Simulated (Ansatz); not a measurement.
Reaction (formal exchange of groups at the Si–F bond): `F[SiH2][AlH2]` + `OBC[SiH3]` → `[AlH2][SiH2]BC[SiH3]` + `OF`

Computed with Ansatz on PBE0-D4/def2-TZVP structures; ΔE is electronic, products minus reactants. CCSD(T)/CBS is the MP2 limit (def2-TZVPP, def2-QZVPP) plus CCSD(T) − MP2 in def2-TZVPP, frozen cores. This one scheme is used for every species. Each species was taken in one conformer, which may not be the lowest.

```
             level  ΔE (kJ/mol)
SCS-MP2/def2-QZVPP        706.6
    CCSD/CBS(def2)        696.9
```

Question: What does CCSD(T)/CBS give? (Estimate.)

Answer: Computed: +684.3 kJ/mol. The listed levels differ from it by 22.3, 12.6 kJ/mol.

Largest T1 diagnostic among the species: 0.014.

The D4 term adds −10.7 kJ/mol with B3LYP and −6.3 kJ/mol with PBE0; it sums over pairs of atoms, weighted by their polarisabilities, and B3LYP, whose exchange is more repulsive, gets the larger term. From PBE to PBE0 (25 % exact exchange), in def2-TZVPP and without D4, ΔE moves by +27.9 kJ/mol.

B3LYP here is the variant with VWN-RPA as its local correlation; programs differ in this.
